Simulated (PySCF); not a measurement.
Structure from 2D NMR

Compound of formula C₄H₄F₄. Correlations simulated from computed shifts and the bond graph:

HSQC (one-bond C–H):
```csv
δH,δC
6.40,117.4
6.27,122.3
5.74,81.4
```

COSY cross peaks (H two or three bonds apart, from the bond graph; peaks can be absent where the dihedral angle is near 90°):
```csv
δH,δH
6.27,5.74
```

HMBC (two and three bonds, from the bond graph):
```csv
δH,δC
6.40,"164.3, 122.3"
6.27,"164.3, 117.4, 81.4"
5.74,"164.3, 122.3"
```

Carbons without hydrogens: δ 164.3.

[PySCF 2.14: PBE0/pcSseg-1 with gauge-including orbitals; GFN2-xTB geometry; isolated molecule; one conformer; non-relativistic Hamiltonian; fast rotation and ring inversion assumed for equivalent nuclei]

δ = σ(ref) − σ, references computed at the same level: 1H (σref 31.72), 13C (σref 186.93) vs TMS.

Exchangeable hydrogens are left out of these lists.

Work out the connectivity.

Results:

`C(/CF)=C(/F)C(F)F`.

Atoms are numbered as in `[F:1][CH2:2]/[CH:3]=[C:4](\[F:5])[CH:6]([F:7])[F:8]`. Hydrogens are named by the atom that carries them.

1. δC 164.3 is C4, a fully substituted alkene carbon.
2. δC 122.3 is C3, an alkene CH (δH 6.27).
3. δC 117.4 is C6, an allylic sp3 CH bonded to 2 F (δH 6.40).
4. δC 81.4 is C2, an allylic sp3 CH2 bonded to F (δH 5.74).
5. HMBC from δH 6.40 reaches the proton-free carbon C4.
6. HMBC from δH 6.27 reaches the proton-free carbon C4.
7. HMBC from δH 5.74 reaches the proton-free carbon C4.
8. COSY links 6.27–5.74.

This is the structure that produced the data.

Shifts are as computed. Against solution values, carbons near 30 ppm lie about +3 ppm off and those near 130 ppm about +5 ppm. Of 1309 compounds with measured shifts, 239 miss one by over three times the rms of a fit or turn the order of signals round; such compounds aren't used in these exercises.
